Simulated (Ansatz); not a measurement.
Gas-phase electronic energies from Ansatz, PBE0-D4/def2-TZVP geometries. CBS: MP2 limit from def2 TZ/QZ plus the TZ coupled-cluster correction, frozen cores. This one scheme is used for every species. DFT in def2-TZVPP. HSE06 is defined as in plane-wave codes. Each species was taken in one conformer, which may not be the lowest.

`CC#N` + `[OH][Al]([OH])[OH]` → `CC#[N+][Al-]([OH])([OH])[OH]`  (adduct formation)

```tsv
level	ΔE (kJ/mol)	difference from CCSD(T)/CBS
PBE-D4	-78.8	3.4
revPBE-D4	-75.4	6.8
r2SCAN0-D4	-85.9	-3.7
HSE06-D4	-81.8	0.4
ωB97X-V	-79.1	3.1
B2PLYP	-71.6	10.6
PBE	-70.6	11.6
BLYP	-58.0	24.2
r2SCAN	-81.5	0.7
PBE0	-75.0	7.2
r2SCAN0	-82.9	-0.7
RPA@PBE/def2-TZVPP	-68.2	14.0
HF/def2-SVP	-72.3	9.9
MP2/def2-TZVPP	-78.0	4.2
CCSD/def2-TZVPP	-76.0	6.2
SCS-MP2/def2-QZVPP	-76.9	5.3
CCSD(T)/CBS	-82.2	0
```

Largest T1 diagnostic among the species: 0.012.

From PBE to PBE0 (25 % exact exchange), in def2-TZVPP and without D4, ΔE moves by −4.4 kJ/mol. At CCSD(T), def2-SVP lies +4.8 kJ/mol from the extrapolated value and def2-TZVPP +4.7 kJ/mol.

CCSD(T)/CBS has its own doubt, a few kJ/mol and more with outer-core shells, so smaller differences from it don't rank the levels.
